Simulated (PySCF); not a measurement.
C₆ coefficients of unlike pairs at UHF

Calculated with PySCF 2.14 from the dipole response of each species, C₆(A,B) = (3/π) ∫ α_A(iu) α_B(iu) du, in atomic units, from isotropic polarisabilities. For ions this is the dispersion term alone; charge-induced terms of lower order in 1/R come first.

| species | configuration | basis | relativity | α (bohr³) | C₆ (like pair) |
| --- | --- | --- | --- | --- | --- |
| Cu³⁺ | [Ar] 3d8 (3F) | aug-cc-pwCVTZ-DK with one added diffuse shell each of s, p, d, f, g type (11s10p8d5f4g) | spin-free X2C | 1.420 | 3.260 |
| Pd | [Kr] 4d10 (1S) | x2c-QZVPPall with one added diffuse shell each of s, p, d, f, g type (14s9p8d5f3g) | spin-free X2C | 21.09 | 147.0 |
| F⁺ | [He] 2s2 2p4 (3P) | aug-cc-pVDZ-DK (4s3p2d) | spin-free X2C | 1.668 | 3.104 |
| Kr | [Kr] (1S) | aug-cc-pwCVDZ-PP with ECP10MDF (6s5p4d1f) | core potential | 15.24 | 117.6 |

Problem. Estimate C₆ for F⁺ with Pd.

Solution. The integral gives 19.54. The combination rule 2 C_A C_B / (C_A α_B/α_A + C_B α_A/α_B) gives 17.94 and the geometric mean 21.36.

No spin-orbit coupling is included.

The other pairs:

```csv
pair,C₆
"F⁺, Cu³⁺",3.110
"Kr, F⁺",17.77
"Kr, Cu³⁺",16.72
"Pd, Cu³⁺",18.47
"Kr, Pd",130.3
```
